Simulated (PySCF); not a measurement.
# Field gradients at the hydrogen positions

Compound: C6H12F2Si.
Geometry (GFN2-xTB, Å), atoms numbered from 1 in this order:
```xyz
21
C6H12F2Si angstrom
C     -1.4817    0.1450    1.4593
C     -1.1290    0.4431   -0.0001
C     -2.4077    0.5855   -0.8268
Si     0.0056   -0.8980   -0.7399
F     -0.7693   -2.3184   -0.6345
C      1.6218   -1.1346    0.2479
C      2.4587    0.0920    0.2603
C      2.7085    0.8045    1.3418
F      3.4502    1.9303    1.2926
H     -2.1573    0.9059    1.8470
H     -0.5907    0.1334    2.0825
H     -1.9757   -0.8204    1.5435
H     -0.6087    1.4063   -0.0249
H     -3.0548    1.3505   -0.4013
H     -2.9560   -0.3534   -0.8427
H     -2.1788    0.8635   -1.8528
H      0.2428   -0.7373   -2.1690
H      2.1818   -1.9454   -0.2200
H      1.3973   -1.4435    1.2691
H      2.8627    0.4175   -0.6874
H      2.3713    0.5903    2.3453
```

Level: PBE0/pcSseg-1 (PySCF, non-relativistic); Q(2H) = 0.00286 b; rigid geometry, the same for H and D, with no vibrational averaging.

Question: Rank these positions by the coupling χzz of a deuteron there, largest first.
A. H21 (vinylic hydrogen)
B. H13 (methine hydrogen)
C. H17 (Si–H hydrogen)
D. H20 (vinylic hydrogen)
E. H19 (methylene hydrogen)

Answer: D (220 kHz), A (216 kHz), E (210 kHz), B (203 kHz), C (110 kHz).

What are Vzz, η and χzz (234.96 MHz × Q × Vzz) at all hydrogens?

| atom | bonded to | bond length (Å) | Vzz (au) | η | χzz (kHz) |
| --- | --- | --- | --- | --- | --- |
| H10 | C1 | 1.089 | 0.3131 | 0.02 | 210 |
| H11 | C1 | 1.087 | 0.3178 | 0.02 | 214 |
| H12 | C1 | 1.088 | 0.3120 | 0.02 | 210 |
| H13 | C2 | 1.095 | 0.3015 | 0.02 | 203 |
| H14 | C3 | 1.089 | 0.3136 | 0.02 | 211 |
| H15 | C3 | 1.087 | 0.3127 | 0.02 | 210 |
| H16 | C3 | 1.087 | 0.3156 | 0.03 | 212 |
| H17 | Si4 | 1.458 | 0.1636 | 0.01 | 110 |
| H18 | C6 | 1.091 | 0.3112 | 0.03 | 209 |
| H19 | C6 | 1.090 | 0.3122 | 0.05 | 210 |
| H20 | C7 | 1.080 | 0.3277 | 0.07 | 220 |
| H21 | C8 | 1.080 | 0.3209 | 0.12 | 216 |

Average by the element that carries the hydrogen.

on C: 211 kHz over 11 positions, mean bond length 1.088 Å; on Si: 110 kHz over 1 position, mean bond length 1.458 Å.

How does χzz go with the bond length over the 11 C–H bonds?

A straight-line fit has a slope of -9.6 kHz for each 0.01 Å, with a correlation coefficient of -0.93, over lengths from 1.080 to 1.095 Å. The longer bonds have the smaller couplings here.

Give the 2H NMR doublet splittings at H19 for a magnetic field along the z, y and x axes of the gradient: 3χ/2, 3χ(1 + η)/4, 3χ(1 − η)/4.

With |χ| = 209.8 kHz and η = 0.047: 315, 165 and 150 kHz, to first order and without motion.

Geometry: GFN2-xTB, one conformer, isolated molecule. GFN2-xTB bond lengths can be off by several hundredths of an ångström, more for odd bonds, and the gradients follow them. The small basis limits the accuracy of the gradients.
